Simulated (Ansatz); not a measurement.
## A basis-limit estimate, worked out

An elementary step of SiH6ClOF, closed shell (SiH₃Cl ([SiH3][Cl]) + H₂O + HF → SiH₃F ([F][SiH3]) + HCl + H₂O; Si–Cl, H–F, H–O broken or loosened, Si–F, Cl–H, H–O formed or tightened). “Start” and “end” are the PBE0-D4/def2-TZVP structures reached by relaxing down either side of its saddle point, with the molecules still in contact.

Program: Ansatz 0.2.0. Basis: def2-TZVPP and def2-QZVPP. Cores are frozen in the correlated methods.

Energies in eV:

| quantity | end | start |
| --- | --- | --- |
| Hartree–Fock, triple zeta (X = 3) | -25208.64345 | -25208.31922 |
| Hartree–Fock, quadruple zeta (X = 4) | -25209.48668 | -25209.14593 |
| MP2 correlation, X = 3 | -23.33486 | -23.43981 |
| MP2 correlation, X = 4 | -25.42322 | -25.55461 |
| CCSD(T) correlation, X = 3 | -25.32509 | -25.41000 |

(1) Work out the step energy at the basis limit: extrapolate Hartree–Fock as E(X) = E∞ + A exp(−7.88 √X) and the MP2 correlation as E(X) = E∞ + B X^−2.97 (the exponents that Neese and Valeev fitted for def2-TZVPP and QZVPP), then add CCSD(T) − MP2 in triple zeta.

No T1 diagnostic of these runs exceeds 0.011.

Answers

(1) Each step is linear, so take the differences first (end − start): Hartree–Fock -0.32423 (X = 3) and -0.34075 (X = 4); MP2 correlation 0.10495 and 0.13139; CCSD(T) correlation 0.08491.
Two points give E∞ = E(4) + w [E(4) − E(3)], with w = 1/(exp(7.88 (2 − √3)) − 1) = 0.1377 for Hartree–Fock and w = 1/((4/3)^2.97 − 1) = 0.7407 for the correlation.
Hartree–Fock: -0.34075 + 0.1377 × (-0.01652) = -0.3430 eV.
MP2 correlation: 0.13139 + 0.7407 × 0.02644 = 0.1510 eV.
CCSD(T) − MP2: 0.08491 − 0.10495 = -0.0200 eV.
Sum: -0.3430 + 0.1510 + (-0.0200) = -0.2120 eV, or -4.89 kcal/mol. Plain CCSD(T) in triple zeta gives -0.2393 eV, so the larger basis shifts the result by 0.0273 eV.

Labels in which every atom is bracketed show which atoms are joined, not bond orders.

For scale, one of the runs: CCSD(T)/def2-TZVPP, 230 basis functions, launched by `ansatz run in.yaml --threads 4 --pin off --events-out ev --progress --plain --max-ram 9574MiB`. The run took 100 s on 4 CPU threads of an Arm Neoverse V2 (shared host), with 3.9 GiB of host memory at its peak.
